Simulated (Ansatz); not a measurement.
Compare A (`SC1CO[SiH2]1`) with its isomer B (`[SiH3]C1(S)CO1`).

Calculated with Ansatz (gas phase, PBE0-D4/def2-TZVP geometries, no zero-point term in ΔE). CBS: MP2 limit from def2 TZ/QZ plus the TZ coupled-cluster correction, frozen cores. DFT in def2-TZVPP. B3LYP here is the variant with VWN-RPA as its local correlation; programs differ in this. One conformer a species, not always the lowest.

Task: Which is lower in electronic energy at CCSD(T)/CBS, and by how much? (Best estimate.)

Result: Ansatz gave: A, by 41.9 kcal/mol.

Task: Give E(B) − E(A) in kcal/mol with PBE-D4, B2PLYP, B3LYP-D4, CCSD/def2-TZVPP, B3LYP, ωB97M-V, MP2/def2-TZVPP. (Best estimate.)

Result: The calculation gave: PBE-D4 36.9, B2PLYP 40.9, B3LYP-D4 40.1, CCSD/def2-TZVPP 42.1, B3LYP 39.8, ωB97M-V 41.6, MP2/def2-TZVPP 41.9. None reverses the order clearly.

Largest T1 diagnostic: 0.013.

In def2-TZVPP, CCSD(T) changes the Hartree–Fock value by −3.2 kcal/mol (the triples alone add −1.0 kcal/mol) and MP2 by −2.4 kcal/mol. From PBE to PBE0 (25 % exact exchange), in def2-TZVPP and without D4, E(B) − E(A) moves by +3.3 kcal/mol.
